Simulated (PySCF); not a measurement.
Delta-SCF ions had no search for a lower state. Excitations are Tamm–Dancoff values on a coarser integration grid. The basis has no diffuse functions, so Rydberg states are missing or too high.

Cartesian coordinates (Å):
SMILES: BC(=C)C(=C)N
```xyz
14

B      1.5631    -1.1196     0.4482
C      0.6635    -0.0229    -0.1557
C      1.2743     0.8887    -0.9396
C     -0.7911     0.0499     0.0930
C     -1.4750    -0.9874     0.5980
N     -1.4159     1.2261    -0.3050
H      2.7363    -1.0700     0.2167
H      1.1507    -2.0072     1.1326
H      2.3437     0.8345    -1.1058
H      0.7406     1.6815    -1.4562
H     -2.5441    -0.9260     0.7675
H     -0.9839    -1.9222     0.8170
H     -0.8901     2.0656    -0.1131
H     -2.3722     1.3091     0.0024
```
Charge 0, spin multiplicity 1.

**Question.** Estimate the vertical ionisation energy (Delta-SCF), S1 oscillator strength, T1 excitation (TDA), S1–T1 gap (TDA), S1 excitation (TDA), HOMO–LUMO gap, dipole moment and total energy that PBE0-D4/def2-TZVP run with PySCF returns for this input.

**Answer.** 
```
Quantity                                      Result
--------------------------------------  ------------
vertical ionisation energy (Delta-SCF)       8.10 eV
S1 oscillator strength                         0.050
T1 excitation (TDA)                          2.47 eV
S1–T1 gap (TDA)                              0.92 eV
S1 excitation (TDA)                          3.38 eV
HOMO–LUMO gap                                4.16 eV
dipole moment                              0.421 e·Å
total energy                            -236.5791 Ha
```
